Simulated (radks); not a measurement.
The numbers below are computed, except where a source is named.
All-electron atom: Cl4+ in [Ne] 3s2 3p1. Level of theory: Dirac Kohn-Sham, PBE, spin-unpolarised, spherical densities, finite nucleus; open shells fill j = l - 1/2 first; Fermi nuclear charge, rms radius 3.3654 fm (a radial shooting solver on a logarithmic mesh with Libxc functionals).

Radial electron density D(r) = 4 pi r^2 rho(r):

```
   r/bohr * D(r) (the largest magnitude, 19.7, reaches the edge; | marks zero)
 0.007726 |    *
 0.008711 |      *
 0.009822 |       *
  0.01107 |         *
  0.01249 |           *
  0.01408 |             *
  0.01587 |                *
   0.0179 |                   *
  0.02002 |                       *
  0.02257 |                          *
  0.02545 |                               *
  0.02869 |                                   *
  0.03235 |                                       *
  0.03648 |                                            *
  0.04113 |                                               *
  0.04637 |                                                   *
  0.05228 |                                                     *
  0.05895 |                                                      *
  0.06646 |                                                      *
  0.07494 |                                                    *
  0.08449 |                                                  *
  0.09526 |                                              *
   0.1074 |                                          *
   0.1211 |                                       *
   0.1365 |                                    *
    0.154 |                                    *
   0.1736 |                                     *
   0.1957 |                                        *
   0.2207 |                                            *
   0.2488 |                                                *
   0.2805 |                                                    *
   0.3163 |                                                     *
   0.3566 |                                                   *
   0.4021 |                                               *
   0.4533 |                                        *
   0.5111 |                               *
   0.5763 |                       *
   0.6498 |                *
   0.7326 |           *
    0.826 |        *
   0.9239 |       *
    1.042 |       *
    1.175 |       *
    1.324 |       *
    1.493 |     *
    1.684 |    *
    1.898 |  *
     2.14 | *
    2.413 |*
    2.721 *
    3.068 *
    3.459 *
      3.9 *
    4.397 *
```

D(r) has 3 maxima, at r = 0.0618, 0.314, 1.09 bohr, and minima at 0.152, 1.03 bohr, inside which lie 2.17, 10.60 electrons.
